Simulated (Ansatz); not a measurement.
A run for Ansatz (an electronic-structure program): R-BLYP/def2-TZVPP on BH4NO2 (SMILES NB(O)O), a point of a torsion scan.

Ansatz 0.2 input:
```yaml
crystal:
  periodic: [false, false, false]
  atoms:
    - {symbol: N, position_ang: [1.15916264, -0.15229780, 0.20171167]}
    - {symbol: B, position_ang: [-0.21620779, 0.11314590, 0.05773968]}
    - {symbol: O, position_ang: [-1.13382628, -0.87382955, -0.22440623]}
    - {symbol: O, position_ang: [-0.63361549, 1.40763169, 0.12913545]}
    - {symbol: H, position_ang: [1.80629333, 0.57767534, 0.43208335]}
    - {symbol: H, position_ang: [1.55898488, -1.07139262, 0.22964289]}
    - {symbol: H, position_ang: [-0.78316025, -1.63342854, -0.68200498]}
    - {symbol: H, position_ang: [-1.57718066, 1.49284256, -0.00082632]}
basis:
  gaussian:
    orbitals: def2-TZVPP
hamiltonian:
  xc: {name: BLYP}
scf: {lower_state_search: off}
```

The log:

```
WARN ansatz: RAYON_NUM_THREADS=2 ignored (pool sized by the plan → 2); use --threads N
Functional definition: BLYP
these checks for a lower state are left out or cut short: stability, starts, cluster_reference, orbital_swaps, neighbouring_geometries, increment
integrals: 0.07 GiB planned
862 factors; their error is unknown
mean field: 0.61 GiB planned
mean field evaluation 1: about -6312.6578 eV, gradient 1.1e2 eV
mean field evaluation 2: about -6262.0749 eV, gradient 1.9e2 eV
mean field evaluation 4: about -6330.4823 eV, gradient 1.6e1 eV
mean field evaluation 8: about -6330.9506 eV, gradient 2.0e-1 eV
mean field evaluation 16: about -6330.9445 eV, gradient 5.1e-5 eV
mean field -6330.94452826 eV, -232.6579201454 hartree, gradient 3.4e-6 eV, S^2 0.000000; 0 other end points of the search recorded, 0 dependent functions left out
reference -6330.94482510 eV, -232.6579310539 hartree; 16, 16 occupied and 164, 164 virtual orbitals, 862 factors
Total energy: -6330.94482510 eV, -232.6579310539 hartree
Checks for a lower state left out: stability, starts, cluster_reference, orbital_swaps, neighbouring_geometries, increment
```

The calculation finished and met its thresholds.

Cost: roughly 2.7 core-seconds.
